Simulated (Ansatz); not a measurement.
A made-up structure of ZnHSO (charge -1), closed shell:

O1  (-0.181, 0.102, 2.442)
Zn2  (-0.371, 0.188, -1.497)
S3  (-0.258, 0.136, 0.734)
H4  (0.974, -0.511, -1.703)
(Å)

It is relaxed with PBE-D4/def2-SVPD and then PBE0-D4/def2-TZVPD (Ansatz 0.2.0). Atoms count as bonded within 1.22 times the sum of their covalent radii (H–H: 0.88 Å). The end point is not checked to be a true minimum.

Task: Does its bonding change? (Judge from chemistry; the calculation decides.)

Result: By the calculation: Yes. Formed: O1–Zn2; broken: none.

Where it ends: The first stage lowers the energy by 1.80 eV in 21 steps. It ends as ZnHSO ([O]1[S][ZnH]1), total charge -1:
O1  (-0.790, 0.414, 1.059)
Zn2  (0.113, -0.060, -0.555)
S3  (0.695, -0.356, 1.576)
H4  (0.146, -0.082, -2.104)
(Å)

Labels in which every atom is bracketed show which atoms are joined, not bond orders.

For scale, one of the runs: PBE0-D4/def2-TZVPD relaxation, 146 basis functions, launched by `ansatz run in.yaml --threads 2 --pin off --events-out ev --progress --plain --max-ram 4352MiB`. Hardware: 2 CPU threads of an Arm Neoverse V1, shared host. Wall time about 27 s.
